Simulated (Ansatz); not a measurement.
This geometry of CH6Sn (8 atoms, charge 0, multiplicity 1) is a first-order saddle point.

Computed with RKS PBE0/def2-SVP in Ansatz.

```xyz
8
Properties=species:S:1:pos:R:3
Sn -0.439 -0.148 0.352
H 0.857 0.016 1.498
H 1.425 0.279 0.300
C -0.966 1.706 -0.645
H -2.059 1.810 -0.648
H -0.526 2.544 -0.086
H -0.586 1.706 -1.674
H -0.043 -1.408 -0.748
```

Q: Which two structures does it join? (They come from a converged band through this point; their orientation in space is the band's.)

A: Bonds broken: Sn1–H2, Sn1–H3. Bonds formed: H2–H3. CH6Sn becomes CH4Sn + H2.

First end point:

```xyz
8
Properties=species:S:1:pos:R:3
Sn 0.218 0.038 0.150
H 0.104 -0.019 1.861
H 1.876 0.163 -0.279
C -0.886 1.718 -0.621
H -1.960 1.482 -0.640
H -0.725 2.599 0.017
H -0.553 1.949 -1.642
H -0.410 -1.423 -0.496
```

Last end point:

```xyz
8
Properties=species:S:1:pos:R:3
Sn -0.880 -0.154 0.674
H 1.496 0.188 1.039
H 1.543 0.023 0.285
C -0.995 1.672 -0.568
H -1.931 1.599 -1.150
H -1.054 2.580 0.050
H -0.168 1.764 -1.286
H -0.347 -1.168 -0.695
```

Q: How far does it lie above each of them?

A: 50.0 kcal/mol above the first and 28.5 kcal/mol above the second. This is the barrier of this one path; another mechanism may lie lower. The orbitals stay closed-shell, which can raise the energy where a bond breaks towards radicals; this wasn't checked here.

Time of the run: 5.2 min on 1 thread of Arm Neoverse V1, with other jobs on the host, peak memory 0.14 GiB.
